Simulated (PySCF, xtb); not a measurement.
prop-2-enoxyboronic acid (C3H7BO3), SMILES C=CCOB(O)O.

GFN2-xTB (xtb) at its own geometry gives an orbital gap of 5.30 eV and a dipole moment of 0.28 D.

Coordinates come from a B3LYP-D3(BJ)/def2-SVP optimisation. One conformer was computed; it need not be the lowest.

Problem. What does PySCF with r2SCAN/def2-TZVP give? (Estimate from the structure and the level; the computed values follow.)

Solution. gap 5.92 eV (levels -6.72 and -0.80 eV), dipole 0.14 D.
